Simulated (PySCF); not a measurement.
## Static response to an electric field

Species: C4H5O3PS.
Structure used (GFN2-xTB), in Å, numbered top down from 1:
```xyz
14
C4H5O3PS angstrom
O     -2.1500    1.1919   -1.0994
P     -1.7541    0.2255   -0.0846
O     -2.2641   -1.2804   -0.3810
O     -2.3755    0.5059    1.3541
C      0.0190    0.0623    0.1741
C      0.9882    0.7222   -0.5168
C      2.2878    0.3886   -0.0816
C      2.2803   -0.5196    0.9289
S      0.6889   -0.9864    1.3710
H     -2.4843   -1.3574   -1.3084
H     -2.2978   -0.2345    1.9578
H      0.7585    1.4198   -1.3012
H      3.1851    0.8067   -0.5008
H      3.1174   -0.9454    1.4458
```

Level: wB97X-D/def2-SVPD (PySCF), static field, nuclei fixed, core orbitals frozen in the response. The polarisability tensor in these axes (au):

```
x   112.69   0.12   3.13
y     0.12  79.92 -15.34
z     3.13 -15.34  84.99
```

Diagonalise the tensor; give its mean and Δα, where Δα² is half the sum of the squared differences of the eigenvalues.

Principal values 66.81, 97.66 and 113.14 au; mean 92.54 au = 13.71 Å³ = 15.26 × 10⁻⁴⁰ C²·m²/J; Δα = 40.85 au (44 % of the mean).

What is the dipole moment, and where does it point?

(2.93, -2.69, 1.18) D, 4.15 D in size, pointing from the negative to the positive side. Measured along this direction, the outermost atoms are O1 at the negative end and H14 at the positive end.

Orientational against electronic polarisability at 400 K (dilute gas, rigid molecules)?

In Gaussian units μ²/3kT = 103.79 Å³ against 13.71 Å³, a ratio of 7.57; the Debye molar polarisation (4π/3)N_A(α + μ²/3kT) is 296.4 cm³/mol, leaving out the vibrational part.

Along which axes do the principal values lie, and how far do the nuclei extend along each?

Largest value along (0.99, -0.06, 0.14), where the nuclei span 5.90 Å; middle along (-0.15, -0.65, 0.75), 3.97 Å; least along (-0.05, 0.76, 0.65), 3.14 Å. The response follows the extents in order.

What depolarisation ratio follows for Rayleigh scattering of linearly polarised light, taking the static tensor?

ρ = 3Δα²/(45ᾱ² + 4Δα²) = 5006.9/(385330 + 6675.8) = 0.0128.

Find the Langevin capture rate constant for H3O+ (19.018 u) meeting this molecule (163.970 u), k = 2.342 × 10⁻⁹ cm³/s × √(α in Å³ / reduced mass in u).

The reduced mass is 17.04 u, so k = 2.10 × 10⁻⁹ cm³/s. The formula leaves out the permanent dipole, which adds to the capture rate.

The structure is a single GFN2-xTB conformer in the gas phase; no vibrational or solvent corrections.
